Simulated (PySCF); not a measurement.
These are PySCF with PBE-D3(BJ)/def2-TZVP // r2SCAN-D4/def2-SVP values and carry that method's errors. Gas-phase values, no solvent. 

Reference species: [Zr(F)3(Br)] (neutral, multiplicity 1).

The charge on the central atom (Mulliken) is 1.53 e and the LUMO is -2.77 eV.

Changed species: [Zr(F)2(Br)2] (2 of 4 F replaced by Br; the reference has 1 of 4 F replaced by Br).

Task: What does the change do to the charge on the central atom (Mulliken) and LUMO?

Result: the charge on the central atom (Mulliken) decreases by 0.12 e, to 1.41 e; the LUMO falls by 0.44 eV, to -3.21 eV.
